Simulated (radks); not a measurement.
Results of a calculation; reference values are marked as such.
Mn4+, configuration [Ne] 3s1 3p6 3d3 4d1 (not the ground configuration). Level of theory: scalar-relativistic Kohn-Sham, exchange-only B88, spin-polarised, spherical densities, finite nucleus; open shells are filled with parallel spins first; Fermi nuclear charge, rms radius 3.7057 fm (a radial shooting solver on a logarithmic mesh with Libxc functionals).

Unscreened Slater integrals over Kohn-Sham orbitals (cm^-1). They are taken over the spin-up orbitals.

\begin{tabular}{lr}
integral & value \\ \hline
F0(4d,4d) & 71305 \\
F2(4d,4d) & 37285 \\
F4(4d,4d) & 25256 \\
F0(4d,3d) & 93828 \\
F2(4d,3d) & 21163 \\
F4(4d,3d) & 9861.8 \\
G0(4d,3d) & 7897.1 \\
G2(4d,3d) & 8758.8 \\
G4(4d,3d) & 6561.5 \\
F0(4d,3p) & 94313 \\
F2(4d,3p) & 19536 \\
G1(4d,3p) & 6888.4 \\
G3(4d,3p) & 5903.7 \\
F0(4d,3s) & 94715 \\
G2(4d,3s) & 6433.4 \\
F0(3d,3d) & 220630 \\
F2(3d,3d) & 106950 \\
F4(3d,3d) & 67584 \\
F0(3d,3p) & 225730 \\
F2(3d,3p) & 110010 \\
G1(3d,3p) & 134450 \\
G3(3d,3p) & 83340 \\
F0(3d,3s) & 229550 \\
G2(3d,3s) & 103750 \\
F0(3p,3p) & 232930 \\
F2(3p,3p) & 117610 \\
F0(3p,3s) & 236740 \\
G1(3p,3s) & 157510 \\
F0(3s,3s) & 240930 \\
\end{tabular}

Derived for the open shells (J is the average intra-shell exchange parameter used in DFT+U). 3d: Racah B = F2/49 - 5 F4/441 = 1416 cm^-1, C = 35 F4/441 = 5364 cm^-1, C/B = 3.79, F4/F2 = 0.632, J = (F2 + F4)/14 = 12470 cm^-1. 4d: Racah B = F2/49 - 5 F4/441 = 474.6 cm^-1, C = 35 F4/441 = 2004 cm^-1, C/B = 4.22, F4/F2 = 0.677, J = (F2 + F4)/14 = 4467 cm^-1.
